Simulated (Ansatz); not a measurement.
C$_{2}$H$_{7}$NOSi (`NC1([SiH3])CO1`). Total charge 0; spin multiplicity 1.

```xyz
12

N    -0.321    1.458    0.574
C    -0.168    0.104    0.213
Si    0.462   -0.196   -1.538
C     0.099   -0.888    1.251
O    -1.179   -0.850    0.645
H    -0.982    1.938   -0.023
H    -0.605    1.575    1.538
H     0.492   -1.659   -1.783
H     1.823    0.375   -1.703
H    -0.458    0.464   -2.504
H     0.135   -0.551    2.287
H     0.701   -1.771    1.043
```

Task: What are the harmonic wavenumbers in cm⁻¹ at PBE0-D4/def2-TZVP (Ansatz, finite differences of forces, unscaled)? (Estimate.)

Result: Computed: 118, 209, 233, 327, 361, 431, 580, 646, 649, 767, 802, 901, 916, 939, 945, 998, 1124, 1146, 1183, 1309, 1405, 1528, 1661, 2222, 2237, 2248, 3084, 3166, 3529, 3616.

Task: Is this a minimum?

Result: Yes, all 30 modes are real.

Task: Give the ideal-gas thermochemistry at 298.15 K and 1 bar (rigid rotor, harmonic oscillator; point group C1, symmetry number 1).

Result: Zero-point energy 234.9 kJ/mol; H(298) − E = 254.6 kJ/mol; entropy 328.1 J/(mol·K), of which translation 164.9, rotation 109.8, vibration 53.5; G(298) − E = 156.8 kJ/mol.
